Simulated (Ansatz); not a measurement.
Two isomers of C4H6F4: A = `FCC(CF)C(F)F`, B = `CC(F)(F)CC(F)F`.

Gas-phase electronic energies from Ansatz, PBE0-D4/def2-TZVP geometries. CBS: MP2 limit from def2 TZ/QZ plus the TZ coupled-cluster correction, frozen cores. DFT in def2-TZVPP. B3LYP here is the variant with VWN-RPA as its local correlation; programs differ in this. Each species was taken in one conformer, which may not be the lowest.

(1) Which isomer does CCSD(T)/CBS put lower? Give the gap. (Estimate.)

(2) Give E(B) − E(A) in kJ/mol with B3LYP-D4, r2SCAN-D4, PBE-D4, PBE0-D4, BLYP-D4, ωB97M-V, CCSD(T)/def2-SVP. (Best estimate.)

(3) Does the order hold for the free energy at 298.15 K (harmonic terms from PBE0-D4)? (Best estimate.)

Largest T1 diagnostic: 0.011.

Answers

(1) Ansatz gave: B, by 65.2 kJ/mol.

(2) Computed: B3LYP-D4 -64.0, r2SCAN-D4 -73.6, PBE-D4 -67.2, PBE0-D4 -67.5, BLYP-D4 -62.8, ωB97M-V -68.7, CCSD(T)/def2-SVP -69.0. None reverses the order clearly.

(3) Ansatz gave: Yes: G(B) − G(A) = -67.9 kJ/mol, for one conformer each. Modes under 60 cm⁻¹, often nearly free rotors, make the harmonic entropy too high.

Leaving LDA and LC-ωPBE aside and taking each functional with its dispersion term where it has one, the values, not all of them listed here, spread over 11.1 kJ/mol, from B97M-V to BLYP-D4. LDA lies −9.8 kJ/mol from PBE without D4. At CCSD(T), def2-SVP lies −3.9 kJ/mol from the extrapolated value and def2-TZVPP +0.8 kJ/mol.
